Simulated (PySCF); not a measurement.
**Correlation energy of Mn (manganese, neutral)**

[Ar] 3d5 4s2, high-spin 6S determinant. All numbers are calculated (PySCF 2.14, the spin-free X2C one-electron Hamiltonian (Gaussian nucleus), in aug-cc-pVTZ-DK (8s7p5d3f2g, 93 functions)). Frozen: [Ar]; 7 electrons correlated.

| level | correlation energy (mhartree) |
| --- | --- |
| CCSD | -137.72 |
| (T) | -4.65 |
| CCSD(T) | -142.37 |

Diagnostics: T1 = 0.025, D1 = 0.0821, largest double amplitude 0.061.

Task: Is a single reference adequate?

Result: Yes: T1 lies below 0.03 and no double amplitude reaches 0.07.
